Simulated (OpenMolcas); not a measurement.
Ta III.

* Program: OpenMolcas
* Basis: ANO-RCC-VTZP [8s7p5d3f2g1h]
* Scalar Hamiltonian: DKH2, point nucleus
* Active space: 3 electrons in 10 orbitals (5d 6d)
* State averaging: 2S+1 = 4 even, 10 roots; 2S+1 = 2 even, 40 roots
* Spin-orbit coupling: RASSI with atomic mean-field integrals over the reference wave functions, term energies averaged over their components

Two sets of levels on these reference wave functions, in cm-1 above 5d3 4F 3/2: one from CASSCF and one from MS-CASPT2, IPEA 0.25 Eh, imaginary shift 0.1 Eh (closed shells correlated: 5s 5p).

```csv
Level,Set 1,Set 2
5d3 4F 3/2,0.0,0.0
5d3 4F 5/2,2350,2600
5d3 4F 7/2,4840,5070
5d3 4F 9/2,7180,7210
5d3 4P 1/2 [52 %],12270,9940
5d3 2G 7/2,14300,12540
5d3 4P 5/2,15790,14500
5d3 2P 1/2 [52 %],18970,15030
5d3 2H 11/2,20210,19180
5d3 2D 5/2(1),22080,18920
5d3 2F 7/2,28780,24590
5d3 2F 5/2,29040,24770
5d3 2D 5/2(2),42960,37260
5d3 2D 3/2(2),43140,37680
```

Q: Which set is which?

A: Set 2 is MS-CASPT2. Its levels of the other terms of 5d3 lie at 0.79 to 0.95 of the other set's values, as expected, since terms of lower spin or lower L gain more correlation energy than the Hund ground term.

CASPT2 does not keep the components of a term degenerate, so their means are used; among the terms shown or strongly mixed into the levels shown the widest spread is 470 cm-1 (5d3 4F, MS-CASPT2). Active for correlation alone: 6d; no level in the range computed is led by a configuration that fills it, so any true level of that kind is missing. Without dynamic correlation excited terms often stand tens of per cent too high (terms of higher spin than the ground term too low), and those without a measured partner can miss by more than the paired ones (holds for CASSCF). The CASPT2 spread within a term exceeds the gap to the next term for 5d3 2P and 5d3 2G, 5d3 2G and 5d3 4P, so the order of their levels is uncertain (holds for MS-CASPT2). Levels of configurations outside the active space are missing. Levels that lie high or do not pair safely by name in every column are left out.

A share in square brackets marks a mixed level and gives the weight of the term that names it, the lowest over the columns. A number in round brackets counts repeated terms of one configuration in the order of the reference energies.
